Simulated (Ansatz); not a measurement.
Basis sets compared for Li₃Si. The state is a doublet with charge 0. Geometry PBE-D4/def2-TZVP. Ansatz on 4 threads of Intel Xeon on a shared host; times are rough, and most runs start from earlier orbitals.

```xyz
4

Li   -1.319    0.597    1.906
Li    0.563   -0.718   -2.213
Li    1.519    0.239    0.618
Si   -0.763   -0.118   -0.311
```

The structure comes from a short search, and lower isomers may exist.

Binding counts from free atoms (Li doublet, Si triplet) in the same basis, without a counterpoise term.

```tsv
level	functions	energy (Eh)	HOMO (eV)	LUMO (eV)	binding per atom (eV)	wall time
PBE-D4/def2-SVP	45	-311.6784	-2.89	-1.87	1.31	3.6 s
PBE-D4/def2-TZVP	79	-311.7972	-3.03	-2.05	1.28	5.5 s
r2SCAN-D4/def2-TZVP	79	-311.9664	-3.04	-1.71	1.27	14 s
PBE0-D4/def2-SVP	45	-311.7145	-3.39	-1.22	1.25	6.5 s
PBE0-D4/def2-TZVP (with forces)	79	-311.8315	-3.56	-1.32	1.23	21 s
```

Estimate the rows for PBE-D4/def2-TZVPD, r2SCAN-D4/def2-TZVPD, PBE0-D4/def2-TZVPD.


| level | functions | energy (Eh) | HOMO (eV) | LUMO (eV) | binding per atom (eV) | wall time |
| --- | --- | --- | --- | --- | --- | --- |
| PBE-D4/def2-TZVPD | 94 | -311.7981 | -3.07 | -2.09 | 1.29 | 6 s |
| r2SCAN-D4/def2-TZVPD | 94 | -311.9672 | -3.07 | -1.74 | 1.27 | 13 s |
| PBE0-D4/def2-TZVPD | 94 | -311.8324 | -3.58 | -1.36 | 1.24 | 9.5 s |
